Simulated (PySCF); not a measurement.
Labels have come off several samples. The candidates:

A. `C[SiH2]P1N(C)C=CN1C`
B. `C=CO[SiH2]CC(=O)O`
C. SMILES C1CP(P)CCC1

Spectrum 1. 1H NMR (500 MHz, computed): δ 6.63 (m, 1H), 6.17 (br s, 1H), 5.10 (t, 2H), 4.41 (m, 1H), 4.38 (m, 1H), 2.40 (t, 2H). 13C{1H} NMR (computed): δ 179.2 (C), 156.6 (CH), 94.7 (CH2), 21.3 (CH2).

Spectrum 2. 1H NMR (500 MHz, computed): δ 5.61 (m, 2H), 4.27 (m, 2H), 2.67 (m, 6H), 0.10 (m, 3H). 13C{1H} NMR (computed): δ 130.3 (CH), 42.0 (CH3), -8.9 (CH3).

Spectrum 3. 1H NMR (500 MHz, computed): δ 2.08 (m, 4H), 1.99 (m, 2H), 1.63 (m, 4H), 1.53 (m, 2H). 13C{1H} NMR (computed): δ 32.5 (CH2), 26.7 (CH2), 24.0 (CH2).

[PySCF: shieldings: GIAO PBE0/pcSseg-1; structure optimised with GFN2-xTB; non-relativistic Hamiltonian; no solvent model; one conformer; one averaged value for each set of equivalent atoms]

δ = σ(ref) − σ, references computed at the same level: 1H, 13C against TMS. Splittings of carbon signals by F and P are missing where no couplings were computed. Where no couplings were computed, multiplicities follow the n + 1 count of equivalent neighbours, and m marks all less simple cases (inequivalent or close neighbours, rings, F or P nearby). Acid and N–H amide carbonyl carbons lie up to 10 ppm further downfield in solution (hydrogen bonding). Shifts are as computed. Against solution values, carbons near 30 ppm lie about +3 ppm off and those near 130 ppm about +5 ppm. Of 1211 compounds with measured shifts, 218 miss one by over three times the rms of a fit or turn the order of signals round; such compounds aren't used in these exercises. OH and NH positions are gas-phase values without hydrogen bonding to other molecules.

Match each spectrum to its structure.

Answers

1–B, 2–A, 3–C.

- Spectrum 1 (B): 4 13C signals; δC 179.2 is a carboxylic acid carbon; δC 156.6 is an alkene carbon bearing oxygen.
- Spectrum 2 (A): 3 13C signals; δC 130.3 is an alkene carbon bearing nitrogen; δC 42.0 is a methyl carbon bonded to N.
- Spectrum 3 (C): 3 13C signals; δC 32.5 is an sp3 CH2 in a ring; δC 24.0 is an sp3 CH2 in a ring.
